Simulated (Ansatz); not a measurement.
`[SiH3][N]([SiH3])[Sn][Cl]` + H₂S → `[SH][Sn][Cl]` + `[SiH3]N[SiH3]` at 298.15 K and 1 bar (ligand exchange at the Sn–N bond).

Isolated molecules relaxed with PBE0-D4/def2-TZVP in Ansatz; ΔE leaves out vibrations. CCSD(T)/CBS is the MP2 limit (def2-TZVPP, def2-QZVPP) plus CCSD(T) − MP2 in def2-TZVPP, frozen cores. This one scheme is used for every species. Elements past krypton have def2 core potentials. For Sn outer-core shells are correlated without core-valence functions, which leaves a few kJ/mol of doubt a bond. Each species was taken in one conformer, which may not be the lowest.

```tsv
species	CCSD(T)/CBS energy (Eh)	H − E (kJ/mol)	S (J/(mol·K))
`[SiH3][N]([SiH3])[Sn][Cl]`	-1310.39360	177.4	408.7
H₂S	-398.97279	49.9	205.7
`[SH][Sn][Cl]`	-1072.27294	41.6	319.0
`[SiH3]N[SiH3]`	-637.10515	192.6	335.6
```

H − E and S are ideal-gas, rigid-rotor, harmonic terms from PBE0-D4/def2-TZVP, for one conformer and one mirror image of each species. 1 Eh = 2625.50 kJ/mol, R = 8.31446 J/(mol·K).

Question: By hand: ΔE, ΔH, ΔS and ΔG.

Answer: ΔE = (-1072.27294) + (-637.10515) − (-1310.39360) − (-398.97279) = -0.01170 Eh = -30.7 kJ/mol. Δ(H − E) = 41.6 + 192.6 − 177.4 − 49.9 = 6.9, so ΔH = -23.8 kJ/mol. ΔS = 319.0 + 335.6 − 408.7 − 205.7 = 40.2 J/(mol·K). ΔG = -23.8 − 298.15 × (40.2)/1000 = -35.8 kJ/mol.

Question: By hand: the equilibrium constant, and the temperature at which ΔG would vanish if ΔH and ΔS stayed fixed.

Answer: log₁₀ K = −ΔG/(RT ln 10) = 6.3. ΔH and −TΔS have one sign here, so there is no such temperature.

TΔS isn't small against ΔH here. A doubt of 5 kJ/mol in ΔE shifts log₁₀ K by 0.9 here. Other conformers and mirror images would add mixing entropy, several J/(mol·K) or more a flexible species. Modes under 60 cm⁻¹, often nearly free rotors, make the harmonic entropy too high. These are equilibria of isolated gas molecules and say nothing of rates. Largest T1 diagnostic: 0.015 (customary marks: 0.02 for closed shells, 0.045 for open ones).
